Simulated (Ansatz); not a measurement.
```tsv
atom	x (Å)	y (Å)	z (Å)
Li	0.0000	0.0000	-0.4314
H	0.0000	0.0000	1.2942
```

Basis set: cc-pVDZ (spherical functions). All electrons are correlated. Charge 0, multiplicity 1.

Computed with Ansatz (development build ahead of 0.2.0); each method stands on the lowest determinant of its kind that the runs found. Restricted open shells among the atoms or ions are ROHF, correlated in semicanonical orbitals with singles.

(1) Give the atomization energy at this shape (free ground-state atoms in the same class of orbitals less the molecule, no zero-point energy) of singlet LiH by RHF-MP2, RHF.

Results:

(1)

```
 method  atomization energy
RHF-MP2             1.99 eV
    RHF             1.38 eV
```
